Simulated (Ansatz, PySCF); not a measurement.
Isomers of C2H6Si. All species are isolated molecules in the gas phase. Strings in code marks are SMILES.

Quantity: electronic energy of isomers of C2H6Si relative to `C=C[SiH3]`, in kJ/mol. The restricted reference of `CC=[SiH2]` and `C=[SiH]C` is unstable towards unrestricted orbitals.

Level 1: frozen-core CCSD(T)/cc-pVQZ // B3LYP-D3(BJ)/def2-TZVP (Ansatz, a quantum-chemistry and plane-wave program)
Level 2: PBE-D3(BJ)/def2-TZVP // B3LYP-D3(BJ)/def2-TZVP (PySCF)
Level 3: r2SCAN/cc-pVTZ // B3LYP-D3(BJ)/def2-TZVP (Ansatz)
Level 4: B3LYP/6-311+G** // B3LYP-D3(BJ)/def2-TZVP (PySCF)

```csv
species,level 1,level 2,level 3,level 4
`C1C[SiH2]1`,35.15,18.11,20.30,41.39
`C=[SiH]C`,32.15,19.17,22.43,32.39
`CC=[SiH2]`,75.9,61.5,68.5,74.1
```
